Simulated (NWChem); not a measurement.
System meant: CH$_{5}$FS$_{2}$Si; SMILES C[Si](F)(S)S

NWChem input:

```
start job
memory heap 200 mb stack 900 mb global 1100 mb
geometry units angstroms noautoz
  C      1.764917     0.122537    -1.160179
  Si     0.389958     0.000100     0.094713
  F      1.057041    -0.171464     1.584426
  S     -0.763481     1.808071    -0.041218
  S     -0.849755    -1.755698    -0.075602
  H      2.429338    -0.760259    -1.074483
  H      1.358278     0.156037    -2.190392
  H      2.367641     1.037685    -0.989145
  H     -1.739239     1.346075     0.790419
  H     -1.468753    -1.286240    -1.195244
end
basis spherical
  C library def2-svp
  Si library def2-svp
  F library def2-svp
  S library def2-svp
  H library def2-svp
end
dft
  odft
  mult 2
  xc pbe0
  iterations 150
  mulliken
end
task dft energy
```

End of the output:

```
 Summary of "ao basis" -> "" (spherical)
 ------------------------------------------------------------------------------
       Tag                 Description            Shells   Functions and Types
 ---------------- ------------------------------  ------  ---------------------
 C                          def2-svp                 6       14   3s2p1d
 Si                         def2-svp                 8       18   4s3p1d
 F                          def2-svp                 6       14   3s2p1d
 S                          def2-svp                 8       18   4s3p1d
 H                          def2-svp                 3        5   2s1p

                                 NWChem DFT Module
                                 -----------------

 Summary of "ao basis" -> "ao basis" (spherical)
 ------------------------------------------------------------------------------
       Tag                 Description            Shells   Functions and Types
 ---------------- ------------------------------  ------  ---------------------
 C                          def2-svp                 6       14   3s2p1d
 Si                         def2-svp                 8       18   4s3p1d
 F                          def2-svp                 6       14   3s2p1d
 S                          def2-svp                 8       18   4s3p1d
 H                          def2-svp                 3        5   2s1p

  number of electrons :                   66
  multiplicity        :                    2
 ------------------------------------------------------------------------
  no. of electrons and multiplicity not compatible                  66
 ------------------------------------------------------------------------
 ------------------------------------------------------------------------
  current input line :
    29: task dft energy
 ------------------------------------------------------------------------
 ------------------------------------------------------------------------
 There is an error in the input file
 ------------------------------------------------------------------------
 For more information see the NWChem manual at https://nwchemgit.github.io

0: no. of electrons and multiplicity not compatible:Received an Error in Communication
```

**Question.** Can this run be used? If not, why, and what is the fix?

**Answer.** The program refused the input. Cause: the multiplicity doesn't fit the number of electrons (an even count wants an odd multiplicity, and the reverse). This input runs:
```
start job
memory heap 200 mb stack 900 mb global 1100 mb
geometry units angstroms noautoz
  C      1.764917     0.122537    -1.160179
  Si     0.389958     0.000100     0.094713
  F      1.057041    -0.171464     1.584426
  S     -0.763481     1.808071    -0.041218
  S     -0.849755    -1.755698    -0.075602
  H      2.429338    -0.760259    -1.074483
  H      1.358278     0.156037    -2.190392
  H      2.367641     1.037685    -0.989145
  H     -1.739239     1.346075     0.790419
  H     -1.468753    -1.286240    -1.195244
end
basis spherical
  * library def2-svp
end
dft
  xc pbe0
  iterations 150
  mulliken
end
task dft energy
```
It converges to -1225.98085 Ha (PBE0/def2-SVP).
